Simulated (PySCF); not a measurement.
**How methods differ on the ionisation energy of Se²⁺**

Se²⁺ [Ar] 3d10 4s2 4p2 (3P) → Se³⁺ [Ar] 3d10 4s2 4p1 (2P), as a difference of total energies. All numbers are calculated (PySCF 2.14, the non-relativistic Hamiltonian (point nucleus), in def2-SVP (5s4p3d, 32 functions)). Correlated levels: valence: [Ar] 3d10 frozen. The calculations carry no spin-orbit coupling.

```tsv
method	ionisation energy (eV)
UHF	30.926
PBE0	31.618
TPSS	31.609
MP2 (valence)	31.194
SCS-MP2 (valence)	31.125
CCSD (valence)	31.221
CCSD(T) (valence)	31.228
```

Question: How much does correlation contribute at CCSD(T) (valence)?

Answer: 31.228 − (30.926) = 0.302 eV, measured against UHF.

These non-relativistic numbers lack the scalar-relativistic shift.

The reference lies between the lowest fine-structure levels, while these numbers refer to the centres of the terms.

Errors of the correlated levels include the incompleteness of this basis and the frozen core.

For comparison: 31.697 ± 0.019 eV (measured; NIST Atomic Spectra Database, ionization energies).
